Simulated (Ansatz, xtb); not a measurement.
# C3H6F2O2: which of two isomers lies lower

Structure I is `COCOC(F)F`, a singlet and structure II is `OCCOC(F)F`, a singlet. Both are isolated molecules in the gas phase, relaxed with PBE0-D3(BJ)/def2-SVP; each stands in its lowest conformer found.

I (Å):

```yaml
atoms:
  - { symbol: C, position_ang: [-0.1596, 0.3129, 3.2690] }
  - { symbol: C, position_ang: [-0.4003, -2.0026, 3.0610] }
  - { symbol: C, position_ang: [-2.6999, -2.2736, 2.7972] }
  - { symbol: F, position_ang: [-3.8274, -2.0480, 3.4693] }
  - { symbol: F, position_ang: [-2.7414, -3.5403, 2.3286] }
  - { symbol: O, position_ang: [-0.2361, -0.8001, 2.4131] }
  - { symbol: O, position_ang: [-1.6684, -2.1268, 3.6689] }
  - { symbol: H, position_ang: [-0.0217, 1.2022, 2.6406] }
  - { symbol: H, position_ang: [-1.0779, 0.4330, 3.8682] }
  - { symbol: H, position_ang: [0.7002, 0.2273, 3.9595] }
  - { symbol: H, position_ang: [-0.2566, -2.7944, 2.3091] }
  - { symbol: H, position_ang: [0.3189, -2.1343, 3.8883] }
  - { symbol: H, position_ang: [-2.6311, -1.5909, 1.9315] }
```

II (Å):

```yaml
atoms:
  - { symbol: C, position_ang: [-0.3085, 0.8280, -1.5648] }
  - { symbol: C, position_ang: [0.0641, 0.4179, -0.1600] }
  - { symbol: C, position_ang: [0.2789, -1.5745, 1.0590] }
  - { symbol: F, position_ang: [0.4806, -2.8755, 0.8630] }
  - { symbol: F, position_ang: [-0.8373, -1.4353, 1.8073] }
  - { symbol: O, position_ang: [-1.5569, 0.3275, -1.9319] }
  - { symbol: O, position_ang: [0.1192, -1.0005, -0.1546] }
  - { symbol: H, position_ang: [-1.5294, -0.6243, -1.7734] }
  - { symbol: H, position_ang: [-0.3551, 1.9271, -1.6154] }
  - { symbol: H, position_ang: [0.4954, 0.5005, -2.2552] }
  - { symbol: H, position_ang: [-0.7062, 0.7639, 0.5495] }
  - { symbol: H, position_ang: [1.0427, 0.8415, 0.1349] }
  - { symbol: H, position_ang: [1.1241, -1.1461, 1.6335] }
```

Quicker runs give these differences E(II) − E(I): GFN2-xTB +15.3 kJ/mol; HF/STO-3G +28.2 kJ/mol (at GFN2-xTB geometries); r2SCAN-D4/def2-SVP −10.2 kJ/mol (at GFN2-xTB geometries).

Problem. Which of the two would you expect CCSD(T)/def2-SVP + ΔMP2/def2-TZVPP electronic energies to favour?

Solution. Structure II; the calculation gives E(II) − E(I) = −19.3 kJ/mol.

The same difference at several levels:

| level | geometry | E(II) − E(I) (kJ/mol) | departure from the last row (kJ/mol) | job, with rough time for the two |
| --- | --- | --- | --- | --- |
| GFN2-xTB | GFN2-xTB | +15.3 | +34.6 | optimisation, 0.27 s |
| HF/STO-3G | GFN2-xTB | +28.2 | +47.5 | single point, 0.8 s |
| r2SCAN-D4/def2-SVP | GFN2-xTB | −10.2 | +9.1 | single point, 5.1 s |
| PBE0-D3(BJ)/def2-SVP | PBE0-D3(BJ)/def2-SVP | −13.7 | +5.6 | optimisation, 1.9 min |
| HF/def2-SVP | PBE0-D3(BJ)/def2-SVP | −9.7 | +9.6 | part of the CCSD(T) run |
| MP2/def2-SVP | PBE0-D3(BJ)/def2-SVP | −17.2 | +2.1 | part of the CCSD(T) run |
| CCSD(T)/def2-SVP | PBE0-D3(BJ)/def2-SVP | −14.0 | +5.3 | single point |
| CCSD(T)/def2-SVP + ΔMP2/def2-TZVPP | PBE0-D3(BJ)/def2-SVP | −19.3 |  | single point, 2.2 min |

As drawn, II has 1 C–C, 1 O–H in place of 1 C–O, 1 C–H.

GFN2-xTB, HF/STO-3G put the two in the other order. The largest departure from CCSD(T)/def2-SVP + ΔMP2/def2-TZVPP is that of HF/STO-3G, 47.5 kJ/mol. The last row adds to CCSD(T) the change of the MP2 difference between the two basis sets, here −5.3 kJ/mol.

With thermal terms from frequencies at re-optimised GFN2-xTB minima (ideal gas, soft modes damped towards free rotors, one conformer each, 298.15 K, 1 atm): on the last row, ΔE + ΔZPE = −19.0, ΔH = −19.0, ΔG = −19.3 kJ/mol.

The correlated steps freeze 7 core orbitals. Run with Ansatz 0.2.0, xtb 6.7.1; the last row on 2 threads of Intel(R) Xeon(R) Platinum 8259CL CPU @ 2.50GHz (Skylake/Cascade Lake) on a shared host.
